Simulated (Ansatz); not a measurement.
B₈P₈ (relaxed from a model of (BP)8 cage of four- and six-membered rings, whose bonding it doesn't keep) was relaxed with r2SCAN-D4 (def2-SVP) in Ansatz in these states: charge +1 doublet, charge -1 doublet, neutral singlet. The geometries follow in no particular order.

A:

```xyz
16

B    -0.244   -1.935   -1.316
P    -0.541   -3.017    0.327
B    -1.728   -1.594   -0.073
P    -1.890   -1.332   -2.038
B    -0.575    0.033   -1.772
P     1.168   -0.777   -1.846
B     1.849    0.041   -0.225
P     1.596   -0.652    1.550
B    -0.176   -1.376    1.243
P    -1.816   -0.382    1.390
B    -1.098    1.303    0.754
P    -0.948    1.811   -1.094
P     2.465    1.848   -0.090
B     1.444    1.236    1.385
P    -0.034    2.501    1.801
B     0.528    2.292    0.003
```

B:

```xyz
16

B    -0.5672    0.9444   -2.1054
P     1.0791    0.1579   -2.8481
B    -0.2016   -1.0311   -2.1314
P    -2.0095   -0.2628   -2.2791
B    -1.7901    0.3793   -0.4556
P    -0.9290    2.0611   -0.5822
B     0.5181    1.6949    0.6440
P     2.1638    0.8241    0.2991
B     1.5187   -0.4099   -1.0399
P     0.6802   -2.0891   -0.7893
B    -0.2467   -1.6643    0.8515
P    -1.9149   -0.7960    1.0724
P     0.2525    1.6224    2.5701
B     1.3558    0.2255    1.9384
P     0.6779   -1.5175    2.5571
B    -0.5870   -0.1389    2.2984
```

C:

```tsv
atom	x (Å)	y (Å)	z (Å)
B1	-2.060	-1.068	0.356
P2	-2.948	0.319	-0.734
B3	-1.605	-0.749	-1.541
P4	-1.535	-2.542	-0.715
B5	-0.107	-1.833	0.415
P6	-0.924	-1.015	1.926
B7	-0.034	0.711	1.743
P8	-0.509	2.210	0.672
B9	-1.199	1.185	-0.837
P10	-0.268	0.424	-2.312
B11	1.340	-0.063	-1.320
P12	1.700	-1.619	-0.286
P13	1.839	0.923	2.258
B14	1.383	1.788	0.633
P15	2.644	1.300	-0.808
B16	2.281	0.029	0.552
```

Q: Judge from the bond lengths which geometry belongs to which state (an estimate).

A: A is the charge +1 doublet (B14–B16 1.966 Å, B1–B3 1.966 Å, B7–P13 1.914 Å); B is the neutral singlet (B14–B16 2.009 Å, B1–B3 2.009 Å, B7–P13 1.946 Å); C is the charge -1 doublet (B14–B16 1.976 Å, B1–B3 1.976 Å, B7–P13 1.954 Å).
